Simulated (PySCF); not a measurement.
## Telling isomers of C$_{6}$H$_{10}$O$_{2}$Si apart by NMR

No solvent, one computed conformer, averaged over atoms made equivalent by symmetry, fast rotation or ring inversion, relativity neglected. GIAO PBE0/pcSseg-1 shieldings; coordinates at the GFN2-xTB level; PySCF 2.14.0 with density-fitted response routines.

δ = σ(ref) − σ, references computed at the same level: TMS for ¹H (31.72 ppm), ¹³C (186.93 ppm). Where no couplings were computed, multiplicities follow the n + 1 count of equivalent neighbours, and m marks all less simple cases (inequivalent or close neighbours, rings, F or P nearby). Acid and N–H amide carbonyl carbons lie up to 10 ppm further downfield in solution (hydrogen bonding). Shifts are as computed. Against solution values, carbons near 30 ppm lie about +3 ppm off and those near 130 ppm about +5 ppm. Of 1211 compounds with measured shifts, 218 miss one by over three times the rms of a fit or turn the order of signals round; such compounds aren't used in these exercises. OH and NH positions are gas-phase values without hydrogen bonding to other molecules.

(1) Tabulate the signals of `CC#C[SiH]1OCCCO1`, `CCC1=CO[SiH2]C=CO1`, `C#C[C@@](C)([SiH2]C)C(=O)O`, `C=C/C=C(\C)[SiH2]OC=O` and their relative energies.

(2) What is the quickest way to tell C#C[C@@](C)([SiH2]C)C(=O)O from C=C/C=C(\C)[SiH2]OC=O?

(3) What is the quickest way to tell CC#C[SiH]1OCCCO1 from C=C/C=C(\C)[SiH2]OC=O?

(4) What is the quickest way to tell CCC1=CO[SiH2]C=CO1 from C#C[C@@](C)([SiH2]C)C(=O)O?

Answers

(1) 
| SMILES | carbon types | δC | δH | E rel. (kcal/mol) |
| --- | --- | --- | --- | --- |
| CC#C[SiH]1OCCCO1 | 2×C 3×CH2 1×CH3 | 107.2, 86.8, 67.4, 36.4, 5.5 | 4.86 (s, 1H), 4.45 (m, 2H), 4.29 (m, 2H), 2.30 (m, 1H), 2.00 (s, 3H), 1.27 (m, 1H) | 0.0 |
| CCC1=CO[SiH2]C=CO1 | 1×C 3×CH 1×CH2 1×CH3 | 165.0, 145.4, 128.3, 99.3, 32.8, 18.5 | 7.10 (d, 1H), 5.92 (s, 1H), 5.13 (m, 2H), 4.45 (m, 1H), 2.02 (q, 2H), 1.13 (t, 3H) | 25.7 |
| C#C[C@@](C)([SiH2]C)C(=O)O | 3×C 1×CH 2×CH3 | 180.0, 88.4, 79.9, 29.7, 21.8, -8.6 | 6.16 (br s, 1H), 4.51 (m, 1H), 4.29 (m, 1H), 1.94 (s, 1H), 1.63 (s, 3H), 0.22 (m, 3H) | 37.9 |
| C=C/C=C(\C)[SiH2]OC=O | 1×C 3×CH 1×CH2 1×CH3 | 164.9, 152.1, 139.1, 134.4, 128.9, 14.7 | 8.15 (s, 1H), 7.09 (m, 1H), 7.05 (m, 1H), 5.72 (m, 1H), 5.70 (m, 1H), 5.27 (s, 2H), 1.90 (s, 3H) | 9.2 |

Energies are electronic energies at PBE0/pcSseg-1 on these geometries, without zero-point or thermal terms, each for the one conformer computed, which needn't be the lowest.

(2) Both give the same number of carbon signals, but DEPT or the intensities differ. The first has a fully substituted sp3 carbon bonded to Si, α to a carbonyl (C) at 29.7 ppm, the second a carbonyl carbon (CH) at 164.9 ppm. Their most deshielded carbons lie at 180.0 and 164.9 ppm. In the proton spectra the most deshielded non-exchanging signals are 4.51 (m, 1H) and 8.15 (s, 1H).

(3) Count the carbon signals: 5 against 6. The first has an sp3 CH2 bonded to O at 67.4 ppm, the second a carbonyl carbon (CH) at 164.9 ppm. Their most deshielded carbons lie at 107.2 and 164.9 ppm. In the proton spectra the most deshielded non-exchanging signals are 4.86 (s, 1H) and 8.15 (s, 1H).

(4) Both give the same number of carbon signals, but DEPT or the intensities differ. The first has an alkene carbon bearing oxygen (CH) at 165.0 ppm, the second a fully substituted sp3 carbon bonded to Si, α to a carbonyl (C) at 29.7 ppm. Their most deshielded carbons lie at 165.0 and 180.0 ppm. In the proton spectra the most deshielded non-exchanging signals are 7.10 (d, 1H) and 4.51 (m, 1H).
